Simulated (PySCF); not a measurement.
phosphorus nitride (NP), singlet, at a GFN2-xTB geometry, with bond 2-1 at 1.3 times its length; PBE/cc-pVDZ run with PySCF.

Input for PySCF:
```python
from pyscf import gto, scf, dft

mol = gto.Mole()
mol.atom = '''
    N    -0.000000   -0.000000   -0.994361
    P     0.000000    0.000000    0.901554
'''
mol.basis = 'cc-pvdz'
mol.charge = 0
mol.spin = 0
mol.verbose = 4
mol.build()

mf = dft.RKS(mol)
mf.xc = 'pbe'
mf.level_shift = 0.3
mf.max_cycle = 100
mf.kernel()
mf.analyze()
```

**Question.** Write the output that PySCF gives for this input, abridged.

**Answer.** 
```
PySCF version 2.14.0

[INPUT] verbose = 4
[INPUT] num. atoms = 2
[INPUT] num. electrons = 22
[INPUT] charge = 0
[INPUT] spin (= nelec alpha-beta = 2S) = 0
[INPUT] symmetry False subgroup None
[INPUT] Mole.unit = angstrom
[INPUT] Symbol           X                Y                Z      unit          X                Y                Z       unit  Magmom
[INPUT]  1 N      0.000000000000   0.000000000000  -0.994361000000 AA    0.000000000000   0.000000000000  -1.879069958949 Bohr   0.0
[INPUT]  2 P      0.000000000000   0.000000000000   0.901554000000 AA    0.000000000000   0.000000000000   1.703690146506 Bohr   0.0

nuclear repulsion = 29.3070138411268
number of shells = 10
number of NR pGTOs = 67
number of NR cGTOs = 32
basis = cc-pvdz
ecp = {}

******** <class 'pyscf.dft.rks.RKS'> ********
method = RKS
initial guess = minao
damping factor = 0
level_shift factor = 0.3
DIIS = <class 'pyscf.scf.diis.CDIIS'>
diis_start_cycle = 1
diis_space = 8
diis_damp = 0
SCF conv_tol = 1e-09
SCF conv_tol_grad = None
SCF max_cycles = 100
direct_scf = True
direct_scf_tol = 1e-13
XC library pyscf.dft.libxc version 7.1.2
    S. Lehtola, C. Steigemann, M. J. T. Oliveira, and M. A. L. Marques,  SoftwareX 7, 1–5 (2018)
XC functionals = pbe
    J. P. Perdew, K. Burke, and M. Ernzerhof,  Phys. Rev. Lett. 77, 3865 (1996)
    J. P. Perdew, K. Burke, and M. Ernzerhof,  Phys. Rev. Lett. 78, 1396 (1997)
    J. P. Perdew, K. Burke, and M. Ernzerhof,  Phys. Rev. Lett. 77, 3865 (1996)
    J. P. Perdew, K. Burke, and M. Ernzerhof,  Phys. Rev. Lett. 78, 1396 (1997)
radial grids:
    Treutler-Ahlrichs [JCP 102, 346 (1995); DOI:10.1063/1.469408] (M4) radial grids

becke partition: Becke, JCP 88, 2547 (1988); DOI:10.1063/1.454033
pruning grids: <function nwchem_prune>
grids dens level: 3
symmetrized grids: False
atomic radii adjust function: <function treutler_atomic_radii_adjust>
small_rho_cutoff = 0
Set gradient conv threshold to 3.16228e-05
Initial guess from minao.
tot grids = 33088
init E= -395.600990544827
  HOMO = -0.132156014931168  LUMO = 0.0243028226295797  gap/eV = 4.25746
cycle= 1 E= -395.73973294925  delta_E= -0.139  |g|= 0.29  |ddm|= 1.48
  HOMO = -0.24039537045172  LUMO = 0.154917883339217  gap/eV = 10.75702
cycle= 2 E= -395.62450339333  delta_E= 0.115  |g|= 0.761  |ddm|= 0.622
  HOMO = -0.267950262679532  LUMO = 0.131886299621016  gap/eV = 10.88011
cycle= 3 E= -395.700001659591  delta_E= -0.0755  |g|= 0.503  |ddm|= 0.166
  HOMO = -0.262985562157303  LUMO = 0.136816718433436  gap/eV = 10.87917
cycle= 4 E= -395.74123972222  delta_E= -0.0412  |g|= 0.308  |ddm|= 0.117
  HOMO = -0.263440897739419  LUMO = 0.136951409409595  gap/eV = 10.89523
cycle= 5 E= -395.75740332428  delta_E= -0.0162  |g|= 0.184  |ddm|= 0.0725
  HOMO = -0.25997998475773  LUMO = 0.140953584118302  gap/eV = 10.90996
cycle= 6 E= -395.762421794959  delta_E= -0.00502  |g|= 0.125  |ddm|= 0.0381
  HOMO = -0.260172874329151  LUMO = 0.1407612052279  gap/eV = 10.90997
cycle= 7 E= -395.764723913951  delta_E= -0.0023  |g|= 0.0853  |ddm|= 0.0244
  HOMO = -0.259999906938199  LUMO = 0.14087796353732  gap/eV = 10.90844
cycle= 8 E= -395.76571996084  delta_E= -0.000996  |g|= 0.0605  |ddm|= 0.0155
  HOMO = -0.259958887068248  LUMO = 0.140962915546286  gap/eV = 10.90964
cycle= 9 E= -395.766201404523  delta_E= -0.000481  |g|= 0.0439  |ddm|= 0.0106
  HOMO = -0.25968575660627  LUMO = 0.141194839764452  gap/eV = 10.90852
cycle= 10 E= -395.766439286372  delta_E= -0.000238  |g|= 0.0328  |ddm|= 0.00723
  HOMO = -0.259729826142177  LUMO = 0.141153321452539  gap/eV = 10.90859
cycle= 11 E= -395.766566038676  delta_E= -0.000127  |g|= 0.025  |ddm|= 0.0051
  HOMO = -0.259746838487123  LUMO = 0.141144130744637  gap/eV = 10.90880
cycle= 12 E= -395.766640754835  delta_E= -7.47e-05  |g|= 0.0188  |ddm|= 0.00394
  HOMO = -0.259776185635713  LUMO = 0.141115067185029  gap/eV = 10.90881
cycle= 13 E= -395.766684321208  delta_E= -4.36e-05  |g|= 0.014  |ddm|= 0.00306
  HOMO = -0.259769969548447  LUMO = 0.141123073057186  gap/eV = 10.90886
cycle= 14 E= -395.7667083725  delta_E= -2.41e-05  |g|= 0.0105  |ddm|= 0.00227
  HOMO = -0.259774723384899  LUMO = 0.14111941007192  gap/eV = 10.90889
cycle= 15 E= -395.766721976892  delta_E= -1.36e-05  |g|= 0.0078  |ddm|= 0.00173
  HOMO = -0.25977418782466  LUMO = 0.141120054645791  gap/eV = 10.90889
cycle= 16 E= -395.766729495191  delta_E= -7.52e-06  |g|= 0.00583  |ddm|= 0.00128
  HOMO = -0.259773552891618  LUMO = 0.141120693288306  gap/eV = 10.90889
cycle= 17 E= -395.766733677135  delta_E= -4.18e-06  |g|= 0.00436  |ddm|= 0.000957
  HOMO = -0.25977389086304  LUMO = 0.141120568510545  gap/eV = 10.90889
cycle= 18 E= -395.766736004868  delta_E= -2.33e-06  |g|= 0.00326  |ddm|= 0.000713
  HOMO = -0.259773581146372  LUMO = 0.141120934803011  gap/eV = 10.90890
cycle= 19 E= -395.766737311478  delta_E= -1.31e-06  |g|= 0.00244  |ddm|= 0.000535
  HOMO = -0.259773744742253  LUMO = 0.141120834773106  gap/eV = 10.90890
cycle= 20 E= -395.76673804385  delta_E= -7.32e-07  |g|= 0.00182  |ddm|= 0.000401
  HOMO = -0.259773731372837  LUMO = 0.141120859745635  gap/eV = 10.90890
cycle= 21 E= -395.766738453226  delta_E= -4.09e-07  |g|= 0.00137  |ddm|= 0.0003
  HOMO = -0.259773749224907  LUMO = 0.141120866033669  gap/eV = 10.90890
cycle= 22 E= -395.76673868263  delta_E= -2.29e-07  |g|= 0.00102  |ddm|= 0.000225
  HOMO = -0.259773757076992  LUMO = 0.141120867972762  gap/eV = 10.90890
cycle= 23 E= -395.766738811022  delta_E= -1.28e-07  |g|= 0.000764  |ddm|= 0.000168
  HOMO = -0.25977375344324  LUMO = 0.141120875851821  gap/eV = 10.90890
cycle= 24 E= -395.766738882875  delta_E= -7.19e-08  |g|= 0.000572  |ddm|= 0.000126
  HOMO = -0.259773754686662  LUMO = 0.141120876015437  gap/eV = 10.90890
cycle= 25 E= -395.766738923082  delta_E= -4.02e-08  |g|= 0.000428  |ddm|= 9.41e-05
  HOMO = -0.259773749645803  LUMO = 0.141120879143135  gap/eV = 10.90890
cycle= 26 E= -395.76673894558  delta_E= -2.25e-08  |g|= 0.00032  |ddm|= 7.04e-05
  HOMO = -0.259773757174414  LUMO = 0.141120873614816  gap/eV = 10.90890
cycle= 27 E= -395.766738958174  delta_E= -1.26e-08  |g|= 0.00024  |ddm|= 5.26e-05
  HOMO = -0.259773754941286  LUMO = 0.141120877704552  gap/eV = 10.90890
cycle= 28 E= -395.766738965227  delta_E= -7.05e-09  |g|= 0.000179  |ddm|= 3.94e-05
  HOMO = -0.259773753023552  LUMO = 0.141120881128719  gap/eV = 10.90890
cycle= 29 E= -395.766738969179  delta_E= -3.95e-09  |g|= 0.000134  |ddm|= 2.95e-05
  HOMO = -0.25977375554395  LUMO = 0.141120877931314  gap/eV = 10.90890
cycle= 30 E= -395.766738971392  delta_E= -2.21e-09  |g|= 0.0001  |ddm|= 2.21e-05
  HOMO = -0.25977375444756  LUMO = 0.141120879187199  gap/eV = 10.90890
cycle= 31 E= -395.76673897263  delta_E= -1.24e-09  |g|= 7.51e-05  |ddm|= 1.65e-05
  HOMO = -0.259773753615366  LUMO = 0.141120879914475  gap/eV = 10.90890
cycle= 32 E= -395.766738973323  delta_E= -6.93e-10  |g|= 5.62e-05  |ddm|= 1.24e-05
  HOMO = -0.259773753595423  LUMO = 0.14112087969457  gap/eV = 10.90890
cycle= 33 E= -395.766738973711  delta_E= -3.88e-10  |g|= 4.2e-05  |ddm|= 9.24e-06
  HOMO = -0.259773753559967  LUMO = 0.141120879459275  gap/eV = 10.90890
cycle= 34 E= -395.766738973929  delta_E= -2.18e-10  |g|= 3.15e-05  |ddm|= 6.91e-06
  HOMO = -0.25977788218784  LUMO = -0.158882184299759  gap/eV = 2.74551
Extra cycle  E= -395.766738938348  delta_E= 3.56e-08  |g|= 0.000374  |ddm|= 0.000231
SCF not converged.
SCF energy = -395.766738938348
**** SCF Summaries ****
Total Energy =                        -395.766738938348453
Nuclear Repulsion Energy =              29.307013841126849
One-electron Energy =                 -603.845615506854756
Two-electron Energy =                  178.771862727379471
Two-electron Coulomb Energy =          208.397843069734193
DFT Exchange-Correlation Energy =      -29.625980342354719
HOMO-LUMO gap [eV] =                     2.745511782989881
**** MO energy ****
MO #1   energy= -76.3995962942635  occ= 2
MO #2   energy= -14.0821119954943  occ= 2
MO #3   energy= -6.37817076034134  occ= 2
MO #4   energy= -4.59677972139377  occ= 2
MO #5   energy= -4.59677972139376  occ= 2
MO #6   energy= -4.59346341794319  occ= 2
MO #7   energy= -0.692436153384118 occ= 2
MO #8   energy= -0.490480931460292 occ= 2
MO #9   energy= -0.280671553128988 occ= 2
MO #10  energy= -0.259777882187842 occ= 2
MO #11  energy= -0.25977788218784  occ= 2
MO #12  energy= -0.158882184299759 occ= 0
MO #13  energy= -0.158882184299758 occ= 0
MO #14  energy= -0.026100545766953 occ= 0
MO #15  energy= 0.308713232120236  occ= 0
MO #16  energy= 0.358907315341291  occ= 0
MO #17  energy= 0.370918494773477  occ= 0
MO #18  energy= 0.370918494773491  occ= 0
MO #19  energy= 0.399329687801018  occ= 0
 ** Mulliken pop on meta-lowdin orthogonal AOs  **
 ** Mulliken pop  **
pop of  0 N 1s            1.99992
pop of  0 N 2s            1.89388
pop of  0 N 3s            0.00377
pop of  0 N 2px           1.02622
pop of  0 N 2py           1.02622
pop of  0 N 2pz           1.25477
pop of  0 N 3px           0.00160
pop of  0 N 3py           0.00160
pop of  0 N 3pz           0.00044
pop of  0 N 3dxy          0.00000
pop of  0 N 3dyz          0.00087
pop of  0 N 3dz^2         0.00193
pop of  0 N 3dxz          0.00087
pop of  0 N 3dx2-y2       0.00000
pop of  1 P 1s            1.99998
pop of  1 P 2s            1.99784
pop of  1 P 3s            1.89780
pop of  1 P 4s            0.00644
pop of  1 P 2px           1.99979
pop of  1 P 2py           1.99979
pop of  1 P 2pz           1.99982
pop of  1 P 3px           0.96765
pop of  1 P 3py           0.96765
pop of  1 P 3pz           0.93125
pop of  1 P 4px           0.00008
pop of  1 P 4py           0.00008
pop of  1 P 4pz           0.00735
pop of  1 P 3dxy          0.00000
pop of  1 P 3dyz          0.00379
pop of  1 P 3dz^2         0.00480
pop of  1 P 3dxz          0.00379
pop of  1 P 3dx2-y2       0.00000
 ** Mulliken atomic charges  **
charge of    0N =     -0.21209
charge of    1P =      0.21209
Dipole moment(X, Y, Z, Debye): -0.00000,  0.00000,  2.06115
```

Convergence was not reached.
